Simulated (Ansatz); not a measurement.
Isomers of Sn₄H₈ (singlet), relaxed with PBE-D4/def2-SVP; total energies from Ansatz at ωB97M-V/def2-TZVP.

```json
{"isomer": "A", "description": "point group not assigned; 3 × Sn–Sn 2.87 to 3.03 Å; 9 × H–Sn 1.73 to 2.03 Å", "energy (Eh)": "-861.76411"}
{"isomer": "B", "description": "point group not assigned; 3 × Sn–Sn 2.83 to 2.93 Å; 9 × H–Sn 1.74 to 2.00 Å", "energy (Eh)": "-861.77740"}
{"isomer": "C", "description": "point group not assigned; 1 × Sn–Sn 2.91 Å; 11 × H–Sn 1.75 to 1.96 Å", "energy (Eh)": "-861.74582"}
```

In the def2 sets Sn takes a core potential; there is no spin–orbit coupling.

The isomers come from a short search, and lower ones may exist.

Problem. Work out the relative energies (1 Eh = 2625.5 kJ/mol) and the Boltzmann populations at 800 K from electronic energies alone (R = 8.314 J/mol/K).

Solution. ΔE: A 34.9, B 0.0, C 82.9 kJ/mol. RT = 6.65 kJ/mol. Factors exp(−ΔE/RT): A 0.00526, B 1, C 3.85e-06; sum 1.005. Populations: A 0.5 %, B 99.5 %, C 0.0 %. Zero-point energy, vibrational entropy and symmetry numbers are left out and can shift these; an error of 4 kJ/mol changes a ratio by a factor of 1.8. Over the other density-functional and correlated levels in def2 sets, the gap between B and A ranges from 22 to 52 kJ/mol.
